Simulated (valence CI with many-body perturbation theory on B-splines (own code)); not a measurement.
## Ce26+: electric-dipole lines

Calculated by configuration interaction combined with many-body perturbation theory (CI+MBPT): four valence electrons over a frozen Dirac-Fock core [Ar] 3d10, radial functions for each j: 11 s, 11 p, 10 d, 8 f, 5 g, 2 h, with the one-electron correlation potential Σ1, the two-electron term Σ2, the three-electron term Σ3, Breit, model QED; selected CI, second order for the rest, scaled by the run's own slope (own B-spline code, finite nucleus).

No measured spectrum was set against this ion. As an estimate, large intervals hold to a few tenths of a per cent, small ones and those within an open d or f shell to about a per cent. Among the levels kept, up to 510 cm⁻¹ of a level comes from second order outside the variational space, and about a tenth of that is noise between levels of different J, which matters for small intervals.

Lines 101 to 150 of 549 in falling wavelength, among levels below 325.14 eV, chosen from the strongest by gf and those to the six lowest levels. Wavelengths and rates use the calculated energies. Electric multipoles are in the length gauge with retardation, E1 and E2 with the static RPA response of the core. Weak lines are less certain than strong ones. Lines between different terms over intervals too small for the method are left out, as are lines whose strength nearly cancels. Where a level lies close to another of its J and parity, the split of strength between their lines is uncertain. The highest levels of a list are the least certain.

Levels are named by their leading jj configuration (3d3/2^4 stands for four electrons in 3d with j = 3/2), which in mixed levels can hold well under half, so a name can repeat and another be missing. Letters in brackets count levels of one name in rising energy.

| λ vac (nm) | Upper | Lower | A (s⁻¹) | S (a.u.) with core polarisation | S without |
| --- | --- | --- | --- | --- | --- |
| 13.55 | (4p1/2^2 4p3/2 4d3/2) J=3 | (4s 4p1/2^2 4d3/2) J=2 | 1.84e+10 | 1.58e-01 | 1.70e-01 |
| 13.55 | (4p1/2 4p3/2^2 4d5/2) J=4 [b] | (4s 4p1/2 4p3/2 4d5/2) J=5 | 9.16e+09 | 1.01e-01 | 1.09e-01 |
| 13.51 | (4s 4p1/2 4p3/2^2) J=2 [b] | (4s^2 4p1/2 4p3/2) J=1 | 1.26e+09 | 7.68e-03 | 8.26e-03 |
| 13.50 | (4s 4p3/2^2 4d5/2) J=2 [b] | (4s^2 4p3/2 4d5/2) J=2 | 1.63e+10 | 9.90e-02 | 1.07e-01 |
| 13.46 | (4p1/2 4p3/2^2 4d5/2) J=5 | (4s 4p1/2 4p3/2 4d5/2) J=5 | 1.10e+10 | 1.45e-01 | 1.57e-01 |
| 13.44 | (4s 4p1/2 4p3/2^2) J=1 [a] | (4s^2 4p1/2 4p3/2) J=1 | 6.43e+10 | 2.31e-01 | 2.49e-01 |
| 13.44 | (4s 4p3/2^2 4d3/2) J=1 [b] | (4s^2 4p3/2 4d3/2) J=2 | 8.11e+10 | 2.91e-01 | 3.14e-01 |
| 13.42 | (4p1/2 4p3/2^2 4d3/2) J=3 [a] | (4s 4p1/2 4p3/2 4d3/2) J=3 [a] | 1.02e+10 | 8.55e-02 | 9.23e-02 |
| 13.41 | (4s 4p1/2 4p3/2 4d5/2) J=1 [b] | (4s^2 4p1/2 4d5/2) J=2 [a] | 3.30e+10 | 1.18e-01 | 1.27e-01 |
| 13.38 | (4p1/2^2 4p3/2 4d5/2) J=1 | (4s 4p1/2^2 4d5/2) J=2 | 4.92e+10 | 1.74e-01 | 1.88e-01 |
| 13.37 | (4s 4p3/2^2 4d3/2) J=1 [c] | (4s^2 4p3/2 4d3/2) J=0 | 4.67e+10 | 1.66e-01 | 1.79e-01 |
| 13.36 | (4p1/2 4p3/2^2 4d5/2) J=3 [d] | (4s 4p1/2 4p3/2 4d5/2) J=4 [c] | 1.80e+10 | 1.48e-01 | 1.60e-01 |
| 13.36 | (4p1/2 4p3/2^2 4d5/2) J=3 [b] | (4s 4p1/2 4p3/2 4d5/2) J=4 [b] | 1.41e+10 | 1.16e-01 | 1.25e-01 |
| 13.35 | (4p1/2 4p3/2^2 4d5/2) J=2 [c] | (4s 4p1/2 4p3/2 4d5/2) J=3 [d] | 1.65e+10 | 9.69e-02 | 1.04e-01 |
| 13.32 | (4s 4p1/2 4p3/2 4d5/2) J=2 [e] | (4s^2 4p1/2 4d5/2) J=2 [b] | 3.29e+10 | 1.92e-01 | 2.06e-01 |
| 13.31 | (4p1/2 4p3/2^2 4d3/2) J=4 | (4s 4p1/2 4p3/2 4d5/2) J=4 [a] | 8.49e+09 | 8.89e-02 | 9.59e-02 |
| 13.31 | (4s 4p1/2 4p3/2 4d5/2) J=3 [e] | (4s^2 4p1/2 4d5/2) J=3 | 6.01e+10 | 4.89e-01 | 5.28e-01 |
| 13.29 | (4s 4p3/2^2 4d5/2) J=2 [c] | (4s^2 4p3/2 4d5/2) J=1 | 2.97e+10 | 1.72e-01 | 1.86e-01 |
| 13.29 | (4p1/2 4p3/2^2 4d5/2) J=4 [a] | (4s 4p1/2 4p3/2 4d3/2) J=4 | 1.67e+10 | 1.75e-01 | 1.88e-01 |
| 13.26 | (4p1/2 4p3/2^3) J=2 | (4s 4p1/2 4p3/2^2) J=3 | 3.34e+10 | 1.92e-01 | 2.06e-01 |
| 13.24 | (4p1/2^2 4p3/2^2) J=2 | (4s 4p1/2^2 4p3/2) J=2 | 1.39e+10 | 7.94e-02 | 8.56e-02 |
| 13.23 | (4s 4p1/2 4p3/2 4d3/2) J=1 [f] | (4s^2 4p1/2 4d3/2) J=1 | 3.31e+10 | 1.14e-01 | 1.22e-01 |
| 13.22 | (4s 4p3/2^2 4d5/2) J=3 [d] | (4s^2 4p3/2 4d3/2) J=3 | 2.49e+10 | 1.99e-01 | 2.15e-01 |
| 13.16 | (4s 4p3/2^2 4d3/2) J=1 [c] | (4s^2 4p3/2 4d3/2) J=2 | 2.89e+10 | 9.75e-02 | 1.05e-01 |
| 13.13 | (4s 4p1/2 4p3/2 4d5/2) J=2 [d] | (4s^2 4p1/2 4d5/2) J=3 | 1.07e+11 | 5.97e-01 | 6.43e-01 |
| 13.13 | (4s 4p1/2^2 4f7/2) J=4 | (4s 4p1/2 4p3/2 4d5/2) J=5 | 1.16e+10 | 1.17e-01 | 1.26e-01 |
| 13.12 | (4s 4p3/2^2 4d3/2) J=2 [c] | (4s^2 4p3/2 4d3/2) J=2 | 1.85e+10 | 1.03e-01 | 1.12e-01 |
| 13.11 | (4s 4p1/2 4p3/2 4d3/2) J=1 [e] | (4s^2 4p1/2 4d3/2) J=2 | 6.16e+10 | 2.05e-01 | 2.21e-01 |
| 13.06 | (4s 4p1/2 4p3/2^2) J=1 [b] | (4s^2 4p1/2 4p3/2) J=2 | 1.40e+11 | 4.62e-01 | 4.98e-01 |
| 13.06 | (4s 4p1/2 4d5/2^2) J=4 | (4s 4p1/2 4p3/2 4d5/2) J=3 [d] | 9.48e+09 | 9.38e-02 | 1.01e-01 |
| 13.04 | (4p1/2 4p3/2^2 4d5/2) J=3 [a] | (4s 4p1/2 4p3/2 4d5/2) J=4 [a] | 1.61e+10 | 1.23e-01 | 1.33e-01 |
| 13.04 | (4s 4p3/2^2 4d5/2) J=3 [c] | (4s^2 4p3/2 4d5/2) J=4 | 5.92e+10 | 4.53e-01 | 4.88e-01 |
| 13.04 | (4s 4p1/2 4p3/2 4d5/2) J=2 [e] | (4s^2 4p1/2 4d5/2) J=2 [a] | 1.82e+10 | 9.95e-02 | 1.07e-01 |
| 13.02 | (4s^2 4d3/2^2) J=2 | (4s^2 4p3/2 4d5/2) J=3 | 4.12e+10 | 2.24e-01 | 2.42e-01 |
| 13.00 | (4s 4p3/2^2 4d3/2) J=2 [d] | (4s^2 4p3/2 4d3/2) J=3 | 6.33e+10 | 3.44e-01 | 3.70e-01 |
| 12.96 | (4p1/2^2 4p3/2 4d5/2) J=3 | (4s 4p1/2^2 4d5/2) J=3 | 1.65e+10 | 1.24e-01 | 1.34e-01 |
| 12.94 | (4s 4p1/2 4d3/2 4d5/2) J=3 [d] | (4s 4p1/2 4p3/2 4d3/2) J=2 [c] | 1.35e+10 | 1.01e-01 | 1.10e-01 |
| 12.91 | (4s 4p3/2^3) J=1 | (4s^2 4p3/2^2) J=2 | 1.20e+11 | 3.81e-01 | 4.11e-01 |
| 12.90 | (4s 4p3/2^2 4d5/2) J=2 [c] | (4s^2 4p3/2 4d5/2) J=3 | 7.02e+10 | 3.72e-01 | 4.01e-01 |
| 12.89 | (4p1/2^2 4p3/2 4d3/2) J=1 | (4s 4p1/2^2 4d3/2) J=1 | 3.86e+10 | 1.23e-01 | 1.32e-01 |
| 12.84 | (4s 4p1/2 4p3/2 4d5/2) J=2 [e] | (4s^2 4p1/2 4d5/2) J=3 | 2.31e+10 | 1.21e-01 | 1.30e-01 |
| 12.83 | (4s 4p3/2^2 4d5/2) J=4 [b] | (4s^2 4p3/2 4d5/2) J=4 | 6.89e+10 | 6.47e-01 | 6.97e-01 |
| 12.81 | (4s^2 4d3/2 4d5/2) J=3 | (4s^2 4p3/2 4d5/2) J=3 | 1.30e+10 | 9.46e-02 | 1.02e-01 |
| 12.79 | (4p1/2 4p3/2^2 4d5/2) J=2 [b] | (4s 4p1/2 4p3/2 4d3/2) J=3 [b] | 1.87e+10 | 9.64e-02 | 1.04e-01 |
| 12.74 | (4s^2 4d3/2 4d5/2) J=4 | (4s^2 4p3/2 4d5/2) J=3 | 2.85e+10 | 2.62e-01 | 2.84e-01 |
| 12.73 | (4s 4p1/2 4p3/2 4f7/2) J=5 [a] | (4s 4p1/2 4p3/2 4d5/2) J=4 [c] | 8.44e+09 | 9.45e-02 | 1.02e-01 |
| 12.71 | (4s 4p3/2^2 4d5/2) J=3 [d] | (4s^2 4p3/2 4d5/2) J=4 | 6.96e+10 | 4.93e-01 | 5.31e-01 |
| 12.68 | (4s 4p1/2 4p3/2^2) J=1 [b] | (4s^2 4p1/2 4p3/2) J=1 | 3.68e+10 | 1.11e-01 | 1.20e-01 |
| 12.63 | (4s 4p3/2^2 4d5/2) J=1 [b] | (4s^2 4p3/2 4d5/2) J=2 | 7.42e+10 | 2.21e-01 | 2.38e-01 |
| 12.59 | (4s 4p1/2 4p3/2 4d3/2) J=1 [e] | (4s 4p1/2 4p3/2^2) J=1 [b] | 2.83e+10 | 8.35e-02 | 8.95e-02 |
